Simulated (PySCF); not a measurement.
# Electron correlation in Pb⁶⁸⁺ (lead, charge +68)

[Ne] 3s2 3p2, high-spin 3P determinant. All numbers are calculated (PySCF 2.14, the non-relativistic Hamiltonian (point nucleus), in an uncontracted even-tempered set (16 s from 21 bohr⁻², ratio 2.5; 10 p from 27 bohr⁻², ratio 2.5; 4 d from 100 bohr⁻², ratio 2.7; 4 f from 150 bohr⁻², ratio 2.7)). Frozen: 1s2; 12 electrons correlated; the 17 highest virtual orbitals of each spin left out.

```tsv
level	correlation energy (mhartree)
CCSD	-577.74
(T)	-1.31
CCSD(T)	-579.05
```

Diagnostics: T1 = 0.00068, D1 = 0.0030, largest double amplitude 0.081.

A non-relativistic calculation at this Z misses sizeable relativistic shifts. Spin-orbit coupling is strong in this species (close to jj coupling), so the high-spin LS determinant is a model state, not a physical level.

Cost of the coupled-cluster step: about 15 core-seconds, for 12 correlated electrons.

At this charge a non-relativistic calculation is a model, useful for the Z dependence of the correlation energy.

Spin-orbit coupling is strong in this species, so the high-spin LS determinant is a model state.
